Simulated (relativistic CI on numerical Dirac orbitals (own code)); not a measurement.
**Cr⁺ in a cubic cluster: L2,3 absorption with charge transfer**

Computed with a charge-transfer multiplet model of a cubic metal-ligand cluster with up to 3 ligand holes, Slater and spin-orbit integrals from Dirac-Coulomb-Breit ions, Slater integrals scaled by 0.7. The ground state mixes d5 with configurations of k ligand holes L, whose averages lie at kΔ + k(k − 1)U_dd/2; a core hole lowers each added d electron by U_cd. 300 K, Lorentzian 0.4 eV and Gaussian 0.3 eV FWHM.

Atomic integrals in eV (Slater integrals scaled, ζ unscaled), ground: F2dd 5.807, F4dd 3.572, zeta_d 0.022; with the core hole: F2dd 6.463, F4dd 3.985, zeta_d 0.034, zeta_core 5.628, F2cd 3.633, G1cd 2.608, G3cd 1.479.

Cluster parameters (eV): Δ = 8.9, U_dd = 5.8, U_cd = 7.5, 10Dq = 0.3, 10Dq(ligand) = 0.5, final-state hopping factor = 0.9.

```
                             Case   n_d    d5   d6L  d7L2  d8L3     S
V(eg) = 0.3 eV, V(t2g) = -0.13 eV  5.00  1.00  0.00  0.00  0.00  2.50
V(eg) = 0.9 eV, V(t2g) = -0.39 eV  5.02  0.98  0.02  0.00  0.00  2.50
V(eg) = 1.2 eV, V(t2g) = -0.52 eV  5.03  0.97  0.03  0.00  0.00  2.50
```

Weights, n_d and S are thermal averages at 300 K. Photon energies count from the first peak over 30 % of the highest in each spectrum, which can be another peak from case to case. The parameters are a model scan and need not match a compound or its usual spin state. Peaks in eV (height, largest 100):
- V(eg) = 0.3 eV, V(t2g) = -0.13 eV: 0.0 (100), 0.9 (40), 2.7 (11), 8.5 (19), 9.7 (30)
- V(eg) = 0.9 eV, V(t2g) = -0.39 eV: 0.0 (100), 0.8 (40), 2.6 (11), 8.5 (18), 9.6 (29)
- V(eg) = 1.2 eV, V(t2g) = -0.52 eV: 0.0 (100), 0.8 (41), 2.6 (11), 8.5 (18), 9.6 (28)

Curve for V(eg) = 0.9 eV, V(t2g) = -0.39 eV (points under 2 left out, the grid thinned):

(E (eV), Intensity): (-2.0, 2.1), (-1.8, 2.7), (-1.5, 4.2), (-1.3, 6.3), (-1.1, 9.9), (-0.8, 18.9), (-0.6, 28.7), (-0.4, 47.2), (-0.1, 96.7), (0.1, 90.9), (0.3, 59.7), (0.6, 38.0), (0.8, 40.0), (1.0, 36.4), (1.2, 25.0), (1.5, 11.5), (1.7, 7.9), (1.9, 6.6), (2.2, 7.3), (2.4, 9.2), (2.6, 11.0), (2.9, 8.6), (3.1, 6.5), (3.3, 4.5), (3.6, 2.6), (3.8, 2.2), (4.0, 2.2), (4.3, 2.5), (4.5, 2.3), (7.5, 2.3), (7.8, 4.9), (8.0, 9.4), (8.2, 15.2), (8.4, 17.9), (8.7, 15.9), (8.9, 13.1), (9.1, 14.7), (9.4, 24.5), (9.6, 29.4), (9.8, 24.9), (10.1, 10.2), (10.3, 5.5), (10.5, 3.6), (10.8, 2.6), (11.0, 2.1)

For the case V(eg) = 1.2 eV, V(t2g) = -0.52 eV, Δ = 8.9 eV is larger than U_dd = 5.8 eV, the Mott-Hubbard side of the Zaanen-Sawatzky-Allen scheme. With the core hole the configuration with one ligand hole lies at Δ + U_dd − U_cd = 7.2 eV above the one without, against Δ in the ground state. The added d electron screens the hole, so the order of the configurations is kept and charge-transfer satellites are weaker than in photoemission.
